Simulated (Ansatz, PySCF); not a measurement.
Ligands exchanged one at a time, B NH2-SH. Gas-phase values, no solvent. One relaxed conformer stands for each flexible species; it need not be the lowest. Strings in code marks are SMILES.

Quantity: vertical ionisation energy (energy after one electron is removed minus that of the parent at the parent's geometry), in eV.

Level 1: B3LYP/6-31G* // PBE0-D4/def2-TZVP (PySCF)
Level 2: minus the HOMO energy of HF/6-31G* // PBE0-D4/def2-TZVP (PySCF)
Level 3: minus the HOMO energy of HF/STO-3G // PBE0-D4/def2-TZVP (PySCF)
Level 4: HF/cc-pVTZ // PBE0-D4/def2-TZVP (Ansatz, a first-principles code)

```json
[
 {"species": "`NB(N)S` (N–B–S–H torsion 180°)", "level 2": "9.61", "level 3": "6.71", "level 4": "8.31"},
 {"species": "`SB(S)S`", "level 2": "10.27", "level 3": "7.16", "level 4": "8.96"},
 {"species": "`NB(S)S` (S–B–S–H torsion -180°, S–B–S–H torsion 0°)", "level 2": "9.92", "level 3": "6.86", "level 4": "8.65"}
]
```

### Question
What does level 1 give for each, and how far do the other levels lie from it on average?

### Answer

- `NB(N)S` (N–B–S–H torsion 180°): 8.78
- `SB(S)S`: 9.45
- `NB(S)S` (S–B–S–H torsion -180°, S–B–S–H torsion 0°): 9.12
Mean absolute difference from level 1, which has limits of its own, over these rows (drawn at random from the members that have all these levels): level 2 0.82 eV, level 3 2.21 eV, level 4 0.47 eV.
